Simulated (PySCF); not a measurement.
Electron correlation in Mg (magnesium, neutral)

[Ne] 3s1 3d1, high-spin 3D determinant (an excited configuration). Computed with PySCF 2.14 in aug-cc-pVTZ-DK, with the spin-free X2C one-electron Hamiltonian (Gaussian nucleus). Frozen: [Ne]; 2 electrons correlated.

With two correlated electrons CCSD is exact within the correlated space (frozen core and kept virtual orbitals).

| level | correlation energy (mhartree) |
| --- | --- |
| CCSD | -6.92 |

Diagnostics: T1 = 0.0052, D1 = 0.0088, largest double amplitude 0.065.

Problem. Is a single reference adequate?

Solution. Yes: T1 lies below 0.03 and no double amplitude reaches 0.07.
